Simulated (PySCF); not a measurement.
HgBr, SMILES [Hg][Br] (connectivity only; charge and spin as stated), neutral, multiplicity 2. The structure is a stationary point at r2SCAN-D4/def2-TZVP. The multiplicity is an assumed one; other spin states were not compared. The def2 effective core potentials stand for the cores of Hg; spin–orbit coupling is left out.

Method: r2SCAN-D4/def2-TZVP (PySCF).

Harmonic wavenumbers (cm⁻¹): 177. Rotational constants (GHz): 1.363 (linear); symmetry number 1.

Q: Work out the zero-point energy and the ideal-gas rigid-rotor harmonic-oscillator thermochemistry at 298.15 K and 1 atm.

A: ZPE = ½ Σ hcν = ½ × 177 cm⁻¹ = 0.25 kcal/mol. H − E(el) = 2.70 kcal/mol. Entropy in cal/(mol K): translation 42.79, rotation 18.73, vibration 2.36, spin 1.38, total 65.26. G − E(el) = -16.76 kcal/mol. Cp = 8.83 cal/(mol K).
